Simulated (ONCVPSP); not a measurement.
## Configuration tests for gold (ONCV)

* Element: gold
* Generator: ONCVPSP 4.0.1
* Type: optimised norm-conserving Vanderbilt (ONCV)
* Functional: PW91
* Relativity: scalar-relativistic
* Frozen core: [Kr] 4d10 4f14
* Valence charge: 19
* Reference configuration: 5s2 5p6 5d9 6s2
* Partial waves: 5s+6s: rc 1.60 bohr, ncon 4, nbas 8, qcut 6.4 1/bohr, 2 projectors; 5p: rc 1.50 bohr, ncon 4, nbas 7, qcut 10.9 1/bohr, 2 projectors, debl 3.1 Ha; 5d: rc 1.30 bohr, ncon 4, nbas 8, qcut 8.4 1/bohr, 2 projectors, debl 3 Ha
* Local potential: polynomial inside 1.20 bohr (lpopt 1, dvloc0 2 Ha)
* Core correction: Teter function fitted to the true core (icmod 2), fcfact 0.65

Energies are relative to the spin-unpolarised reference configuration 5s2 5p6 5d9 6s2; without spin polarisation the order of configurations can differ from experiment.

```csv
valence configuration,charge,ΔE all-electron (eV),error AE − PS (meV)
5s2 5p6 5d10 6s1,0,-1.679,-9.4
5s2 5p6 5d10 6s0,+1,7.811,-24
5s2 5p6 5d9 6s0,+2,29.098,-23
5s2 5p6 5d9 6s1 6p1,0,5.837,-3.8
```

Levels in the configuration 5s2 5p6 5d9 6s1 6p1:

```
level  all-electron (eV)  pseudo (eV)
   5s           -113.528     -113.587
   5p            -64.748      -64.758
   5d            -11.036      -11.033
   6s             -8.216       -8.220
   6p             -2.115       -2.114
```
